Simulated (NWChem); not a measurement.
Molecule: GeCl3F; SMILES [Ge]([F])([Cl])([Cl])[Cl]

```xyz
5

F      0.0000     0.0000     1.9204
Ge     0.0000     0.0000     0.2032
Cl     0.7317    -1.8773    -0.4461
Cl     1.2599     1.5723    -0.4461
Cl    -1.9916     0.3050    -0.4461
```
Atoms are numbered in this order, from 1.

Results from NWChem. Pople sets run with spherical d functions. All runs use the structure optimised with PBE0/def2-SVP. GIAO values for the isolated, static molecule; σ is the absolute isotropic shielding, δ = σ(reference) − σ with the isolated reference molecule computed at the same levels (19F: trichlorofluoromethane).

| level | δ F1 (ppm) | σ Ge2 (ppm) | σ Cl3 (ppm) |
|---|---|---|---|
| B3LYP/6-311G** | -50.7 | 1216.9 | 719.2 |
| PBE/pcSseg-1 | -68.2 | 1170.6 | 699.3 |
| Hartree-Fock/6-31G* | -63.6 | 1606.5 | 915.8 |
| BHandHLYP/pcSseg-1 | (withheld) | (withheld) | (withheld) |

What belongs in the gaps?


- BHandHLYP/pcSseg-1, δ F1 (ppm): -81.0
- BHandHLYP/pcSseg-1, σ Ge2 (ppm): 1288.9
- BHandHLYP/pcSseg-1, σ Cl3 (ppm): 797.4
